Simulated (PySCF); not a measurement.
A structure optimised at PBE0-D3(BJ)/def2-SVP, used in a PySCF frequency run:

```
C
N 1 1.3295
N 1 1.3295 2 127.32
C 3 1.3379 1 116.74 2 0.00
C 2 1.3379 1 116.74 3 0.00
C 5 1.3781 2 118.98 1 0.00
H 5 1.0957 2 117.67 1 -180.00
H 4 1.0957 3 117.67 1 -180.00
H 1 1.0967 2 116.34 5 180.00
```
Charge 0, spin multiplicity 2.

Question: Write its SMILES, formula and point group.

Answer: [c]1cncnc1, C4H3N2, C2v

Question: What are its rotational constants (standard atomic weights)?

Answer: 6.9832, 6.0201, 3.2330 GHz
